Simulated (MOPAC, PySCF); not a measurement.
C9H9B2N, SMILES `Bc1ccc(B)c2ncccc12`, neutral singlet in the gas phase. 

Cartesian coordinates (Å):
SMILES: Bc1ccc(B)c2ncccc12
```xyz
21

B     -1.9709    -2.3609    -0.1321
C     -0.7070    -1.4693    -0.0785
C      0.5468    -2.1060    -0.0957
C      1.7571    -1.3794    -0.0624
C      1.7785     0.0211     0.0234
B      3.1471     0.7448     0.1744
C      0.5124     0.7218     0.0324
N      0.5437     2.0848     0.0726
C     -0.6028     2.7455     0.0682
C     -1.8764     2.1184     0.0200
C     -1.9327     0.7348    -0.0220
C     -0.7262    -0.0209    -0.0198
H     -1.8271    -3.5682    -0.1767
H     -3.1014    -1.9141    -0.1293
H      0.5776    -3.2055    -0.1469
H      2.7149    -1.9226    -0.0940
H      3.2372     1.8788     0.5880
H      4.1556     0.1125    -0.0873
H     -0.5369     3.8488     0.1082
H     -2.7929     2.7272     0.0188
H     -2.8965     0.2084    -0.0613
```
Charge 0, multiplicity 1.

All levels are single points at this geometry (PBE-D3(BJ)/def2-SVP); Pople sets use spherical d functions. Orbital energies aren't observables, and empty levels follow the basis.

```json
[
 {"level": "PBE-D3(BJ)/def2-TZVP in PySCF", "HOMO (eV)": "-5.99", "LUMO (eV)": "-3.89", "gap (eV)": "2.10", "dipole (D)": "1.73", "vertical IE, Delta-SCF (eV)": "–"},
 {"level": "B3LYP/6-31G* in PySCF", "HOMO (eV)": "-6.84", "LUMO (eV)": "-2.92", "gap (eV)": "3.93", "dipole (D)": "1.74", "vertical IE, Delta-SCF (eV)": "8.61"},
 {"level": "HF/6-31G* in PySCF", "HOMO (eV)": "-8.63", "LUMO (eV)": "0.60", "gap (eV)": "9.22", "dipole (D)": "1.97", "vertical IE, Delta-SCF (eV)": "–"},
 {"level": "AM1 in MOPAC", "HOMO (eV)": "-9.24", "LUMO (eV)": "-1.09", "gap (eV)": "8.15", "dipole (D)": "1.59", "vertical IE, Delta-SCF (eV)": "–"},
 {"level": "PM3 in MOPAC", "HOMO (eV)": "-9.56", "LUMO (eV)": "-1.84", "gap (eV)": "7.72", "dipole (D)": "1.55", "vertical IE, Delta-SCF (eV)": "–"},
 {"level": "PM6 in MOPAC", "HOMO (eV)": "-9.32", "LUMO (eV)": "-1.62", "gap (eV)": "7.71", "dipole (D)": "1.90", "vertical IE, Delta-SCF (eV)": "–"}
]
```
